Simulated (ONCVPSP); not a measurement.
## Potentials for B (Z = 5) compared

Generated with ld1.x 7.5 (TM, RRKJ, ultrasoft, PAW), atompaw 4.2 or ONCVPSP 4.0.1. The cutoff is in Ry: for ld1.x and atompaw files where the sum of valence levels is converged to 10 mRy in a Bessel basis, for ONCV files where the hardest occupied wave has 1 mHa per electron of residual kinetic energy. The error is the largest all-electron minus pseudo excitation energy over each file’s own four to seven test configurations (ionisations up to +4, promotions, holes and added fractions of an electron), all of which were solved. The labels leave out finer settings (local radius, basis sizes, second energies), which also bear on the numbers. Spin-polarised tests are not counted. The rows are a selection from randomly drawn settings: files with unsolved tests, undetermined cutoffs or missed reference levels are left out.

| potential | cutoff (Ry) | largest error (meV) | bound ghosts |
| --- | --- | --- | --- |
| ONCV, PBEsol, fully relativistic, rc 1.60/2.55/2.70 (spd), local s, core correction no, reference 2s2 2p0.5, qcut 3.8/5.5/4.1, projectors 0/2/1 | 29 | +99 | none |
| ONCV, PBE, scalar-relativistic, rc 1.45/1.20/1.50 (spd), local smoothed, core correction yes, reference 2s1, qcut 3.5/6.8/5.6, projectors 2/2/2 | 79 | +49 | none |
| ONCV, PBEsol, scalar-relativistic, rc 1.20/2.20 (sp), local smoothed, core correction yes, reference 2s2 2p0.75, qcut 5.8/7.9, projectors 2/2 | 27 | +56 | none |
| ONCV, LDA (Perdew-Zunger), scalar-relativistic, rc 1.60/1.25/1.65 (spd), local smoothed, core correction yes, reference 2s2, qcut 3.1/5.3/6.1, projectors 2/1/1 | 51 | -44 | none |
| ONCV, PBE, fully relativistic, rc 1.40/3.35/3.65 (spd), local smoothed, core correction no, reference 2s2 2p1, qcut 4.9/4.9/2.8, projectors 2/2/2 | 22 | +318 | none |

Problem. Fill in the row for B: ONCV, PBEsol, scalar-relativistic, rc 1.70/1.80/1.35 (spd), local smoothed, core correction yes, reference 2s2 2p0.5, qcut 4.3/5.1/6.1, projectors 2/1/2.

Solution. cutoff 24 Ry, largest error +32 meV, bound ghosts: none.

Problem. Fill in the row for B: ONCV, PBE, scalar-relativistic, rc 1.50/3.50/3.25 (spd), local s, core correction yes, reference 2s2 2p1, qcut 3.6/4.7/3.4, projectors 0/2/2.

Solution. cutoff 32 Ry, largest error +386 meV, bound ghosts: none.
